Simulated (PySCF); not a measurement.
GaO, SMILES [O]=[Ga], multiplicity 2.

Geometry optimised at PBE0-D3(BJ)/def2-TZVPD.

Two levels are set side by side: PBE/def2-TZVPD (PySCF) and ωB97X/def2-TZVPD (PySCF). Same geometry, gas phase. Differences are taken from unrounded values.

```json
[
 {"quantity": "α-spin orbital gap (eV)", "ωB97X": "10.90"},
 {"quantity": "β-spin orbital gap (eV)", "ωB97X": "7.98"},
 {"quantity": "dipole moment (D)", "ωB97X": "3.69"},
 {"quantity": "mean polarisability (bohr³)", "ωB97X": "44.2"}
]
```

Task: What does PBE give, and how far is it from ωB97X? (An estimate is asked for; the answer gives what the named calculation found.)

Result: 
| quantity | PBE | PBE minus ωB97X |
|---|---|---|
| α-spin orbital gap (eV) | 4.66 | -6.24 |
| β-spin orbital gap (eV) | 0.99 | -6.99 |
| dipole moment (D) | 3.70 | 0.01 |
| mean polarisability (bohr³) | 39.5 | -4.6 |

Rough cost on one machine, each run with all the roots and properties that it gave: ωB97X against PBE within a factor of 2.
